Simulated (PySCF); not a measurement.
## A small calculation by hand: refractive index and permittivity of the vapour

BeHI, SMILES [I][BeH].

Coordinates come from a r2SCAN-D4/def2-TZVPD optimisation. The def2 effective core potentials stand for the cores of I; spin–orbit coupling is left out.

PySCF with CAM-B3LYP/def2-TZVPD gives a mean static polarisability of 51.3 bohr³ and a dipole moment of 0.17 D. Take an ideal gas at 298.15 K and 1 bar, whether or not the substance is that volatile.

### Question
Work out n − 1 in the optical limit and the static ε − 1.

### Answer

Polarisability volume α' = 51.3 × 0.148185 = 7.60 Å³. Number density N = p/kT = 2.43e-5 Å⁻³.
Dilute limit of Lorentz–Lorenz: n − 1 = 2π N α' = 0.0012.
Orientation term of Debye: μ²/(3kT) = 8.098 Å³ × μ²(D²) = 0.23 Å³.
ε − 1 = 4π N (α' + μ²/3kT) = 0.0024. Orientation of the dipole supplies 3 % of the static response; it can't follow optical fields. Vibrational polarisation and dispersion are left out.
